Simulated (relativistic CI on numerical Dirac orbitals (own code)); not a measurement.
## Line list: Electric-dipole lines, W36+

Computed by Dirac-Coulomb-Breit CI, separate exchange-only KLI orbitals for each configuration, a model potential for QED, unscaled Slater integrals (own radial code, finite nucleus).

Configurations in the expansion (outside the closed core [Ar] 3d10): 4s2 4p6 4d2, 4s2 4p6 4d 4f, 4s2 4p5 4d3, 4s 4p6 4d3, 4s2 4p5 4d2 4f, 4s 4p6 4d2 4f, 4s2 4p6 4d 5s, 4s2 4p6 4f 5s, 4s2 4p6 4d 5p, 4s2 4p6 4d 5d, 4s2 4p5 4d2 5s, 4p6 4d3 4f, 4s2 4p6 4d 5f, 4s2 4p6 5s 5p, 4s 4p6 4d 4f 5s, 4s2 4p6 4d 5g, 4s 4p6 4d2 5s, 4s2 4p5 4d2 5d, 4s2 4p6 4d 6s, 4s2 4p6 4d 6d, 4s2 4p6 4f2, 4s2 4p5 4f3, 4s 4p6 4f3, 4p6 4d4, 4p5 4d5, 4p5 4d4 4f, 4s2 4p6 4f 5p, 4s2 4p5 4f2 5p, 4s 4p6 4f2 5p, 4s2 4p6 5s2, 4s2 4p5 4f 5s2, 4s 4p6 4f 5s2, 4s2 4p6 5p2, 4s2 4p5 4f 5p2, 4s 4p6 4f 5p2, 4p6 4d3 5s, 4p5 4d4 5s, 4p5 4d3 4f 5s, 4s 4p6 4d 5s2, 4s 4p5 4d 4f 5s2, 4p6 4d 4f 5s2. Double excitations out of closed p, d and f shells are left out; levels of such configurations are missing from the list, as are those of other unlisted configurations, and high levels can miss mixing partners. These lack a partner that the ground configuration has and come out too high: 4s2 4p5 4d2 5s, 4s 4p6 4d2 5s, 4s2 4p5 4d2 5d.

```
λ vac (Å)                   Lower                      Upper   A (s⁻¹)  log gf  S velocity/length
   43.726    4s2 4p6 4d2 3F_2 [1]    4s2 4p5 4d3 3D°_1 [110]  2.61e+12    0.35               0.79
   43.787    4s2 4p6 4d2 3F_3 [3]    4s2 4p5 4d3 3D°_2 [125]  1.03e+12    0.17               0.77
   43.901    4s2 4p6 4d2 3F_3 [3]    4s2 4p5 4d3 3F°_3 [124]  6.50e+11    0.12               0.78
   43.949    4s2 4p6 4d2 3F_3 [3]    4s2 4p5 4d3 3F°_4 [123]  6.76e+11    0.25               0.79
   44.323    4s2 4p6 4d2 3P_2 [4]    4s2 4p5 4d3 3S°_1 [126]  3.01e+12    0.42               0.75
   44.533    4s2 4p6 4d2 3P_2 [4]    4s2 4p5 4d3 3F°_3 [124]  1.33e+12    0.44               0.74
   44.628    4s2 4p6 4d2 3P_1 [6]    4s2 4p5 4d3 3D°_2 [125]  1.84e+12    0.44               0.77
   44.730    4s2 4p6 4d2 1G_4 [5]    4s2 4p5 4d3 3F°_3 [124]  1.77e+12    0.57               0.82
   44.780    4s2 4p6 4d2 1G_4 [5]    4s2 4p5 4d3 3F°_4 [123]  3.16e+12    0.93               0.74
   44.838    4s2 4p6 4d2 3P_2 [8]    4s2 4p5 4d3 1D°_2 [138]  1.58e+12    0.38               0.82
   45.083    4s2 4p6 4d2 3P_0 [2]    4s2 4p5 4d3 3D°_1 [110]  1.50e+12    0.14               0.72
   45.295    4s2 4p6 4d2 3P_2 [8]    4s2 4p5 4d3 3D°_3 [136]  1.83e+12    0.60               0.81
   45.335    4s2 4p6 4d2 3F_4 [7]    4s2 4p5 4d3 3D°_3 [133]  2.09e+12    0.65               0.82
   45.386    4s2 4p6 4d2 3F_4 [7]    4s2 4p5 4d3 3G°_5 [131]  2.52e+12    0.93               0.80
   45.393    4s2 4p6 4d2 3F_3 [3]    4s2 4p5 4d3 3D°_2 [118]  1.84e+12    0.45               0.82
   45.401    4s2 4p6 4d2 1S_0 [9]    4s2 4p5 4d3 1P°_1 [139]  2.73e+12    0.40               0.79
   45.414    4s2 4p6 4d2 3F_4 [7]    4s2 4p5 4d3 3F°_4 [130]  3.11e+12    0.94               0.75
   45.446    4s2 4p6 4d2 3P_2 [8]    4s2 4p5 4d3 1P°_1 [135]  3.05e+12    0.45               0.75
   45.754    4s2 4p6 4d2 1G_4 [5]    4s2 4p5 4d3 3G°_3 [121]  8.86e+11    0.29               0.89
   45.805    4s2 4p6 4d2 3P_2 [8]    4s2 4p5 4d3 3D°_3 [133]  8.42e+11    0.27               0.70
   45.837    4s2 4p6 4d2 3P_2 [8]    4s2 4p5 4d3 3P°_2 [132]  1.14e+12    0.25               0.81
   46.604    4s2 4p6 4d2 3F_2 [1]    4s2 4p5 4d3 3F°_2 [102]  2.72e+12    0.65               0.79
   48.095    4s2 4p6 4d2 3F_3 [3]    4s2 4p5 4d3 3G°_4 [105]  1.20e+12    0.57               0.81
   48.423    4s2 4p6 4d2 3F_3 [3]    4s2 4p5 4d3 5G°_3 [103]  1.08e+12    0.42               0.77
   48.604    4s2 4p6 4d2 1G_4 [5]    4s2 4p5 4d3 1H°_5 [108]  1.56e+12    0.78               0.82
   48.937    4s2 4p6 4d2 3P_2 [4]    4s2 4p5 4d3 3D°_2 [104]  1.23e+12    0.34               0.80
   49.047    4s2 4p6 4d2 3P_1 [6]    4s2 4p5 4d3 3D°_1 [106]  1.36e+12    0.17               0.80
   49.193    4s2 4p6 4d2 3P_2 [4]    4s2 4p5 4d3 5G°_3 [103]  7.05e+11    0.25               0.78
   52.463    4s2 4p6 4d2 3F_2 [1]   4s2 4p6 4d 4f 3G°_3 [86]  2.50e+12    0.86               0.85
   53.983    4s2 4p6 4d2 3P_0 [2]   4s2 4p6 4d 4f 3D°_1 [88]  1.22e+12    0.21               0.87
   54.324    4s2 4p6 4d2 1G_4 [5]  4s2 4p6 4d 4f 1H°_5 [100]  3.16e+11    0.19               0.99
   54.557    4s2 4p6 4d2 3F_3 [3]   4s2 4p6 4d 4f 3G°_4 [94]  7.34e+11    0.47               0.86
   54.869  4s2 4p5 4d3 3G°_5 [19]  4s2 4p5 4d2 4f 3H_6 [312]  5.02e+11    0.47               0.85
   54.995  4s2 4p5 4d3 3H°_6 [23]  4s2 4p5 4d2 4f 3I_7 [316]  1.16e+12    0.90               0.87
   55.644    4s2 4p6 4d2 3P_2 [4]   4s2 4p6 4d 4f 3D°_3 [91]  5.57e+11    0.26               0.89
   55.799    4s2 4p6 4d2 1G_4 [5]   4s2 4p6 4d 4f 3G°_5 [95]  6.62e+11    0.53               0.90
   55.872  4s2 4p5 4d3 3F°_3 [13]  4s2 4p5 4d2 4f 3F_4 [214]  7.05e+11    0.47               0.92
   56.410  4s2 4p5 4d3 5G°_6 [37]  4s2 4p5 4d2 4f 5H_7 [380]  1.05e+12    0.88               0.88
   58.289    4s2 4p6 4d2 3F_4 [7]  4s2 4p6 4d 4f 1H°_5 [100]  3.73e+11    0.32               1.02
   58.636    4s2 4p6 4d2 3F_3 [3]     4s2 4p5 4d3 1F°_3 [82]  3.54e+11    0.11               0.77
   59.486    4s2 4p6 4d2 3P_2 [8]   4s2 4p6 4d 4f 1F°_3 [99]  6.44e+11    0.38               0.89
   60.126    4s2 4p6 4d2 1G_4 [5]     4s2 4p5 4d3 1F°_3 [82]  4.79e+11    0.26               0.80
   60.156    4s2 4p6 4d2 3F_4 [7]   4s2 4p6 4d 4f 3F°_4 [92]  5.07e+11    0.39               0.80
   60.898    4s2 4p6 4d2 3F_4 [7]     4s2 4p5 4d3 3D°_3 [89]  7.03e+11    0.44               0.80
   62.107    4s2 4p6 4d2 1G_4 [5]   4s2 4p6 4d 4f 1G°_4 [78]  2.98e+11    0.19               0.75
```

Terms are leading LS components. Brackets give the number of a level in order of energy, since labels repeat. The list gives strong lines, with weight on those to low levels, among the lowest 400 of 8130 levels, so that lines to higher ones, which can be the strongest, are missing. Levels whose partners in the same complex of configurations lie outside the list can be far off, and so can their lines. Rates are taken at the computed energies, electric ones in the length gauge. A velocity-to-length ratio far from 1 marks an uncertain rate.

At this charge energies of transitions that change n are usually good to better than 1 %, and those within a shell (Δn = 0) to a few per cent. Terms inside the open d or f shell come out 10 to 20 % too wide with unscaled integrals.

LS names give the leading component of a level, which can be under half, so a name can repeat, a term be missing and a line seem to break the LS rules.
